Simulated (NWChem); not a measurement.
**Basis-set convergence for HFPb**

```xyz
3

Pb    -0.1519     0.1352     0.0000
H      1.1372     1.5262     0.0000
F      1.2573    -1.4014     0.0000
```
Charge 0, spin multiplicity 1.

Everything below was run with NWChem. All single points use one geometry, from PBE/def2-SVP with def2 effective core potentials on Pb, a minimum by its harmonic frequencies.

Quantity: dipole moment at the level PBE.

Effective core potentials replace the inner electrons of Pb; spin-orbit coupling is left out. The structure started from a generated list of species.

Relative cost: rough, from shared machines, SCF included, def2-SVP = 1.

```tsv
basis	functions	dipole moment (D)	relative cost
def2-SVP	45	[?]	1
def2-SVPD	63	[?]	under 3
def2-TZVP	87	3.67	under 3
def2-TZVPP	95	3.67	under 3
def2-TZVPD	105	[?]	3
def2-QZVP	169	3.69	10
```

**Question.** What belongs in the gaps?

**Answer.** 
- def2-SVP, dipole moment (D): 3.30
- def2-SVPD, dipole moment (D): 3.80
- def2-TZVPD, dipole moment (D): 3.74
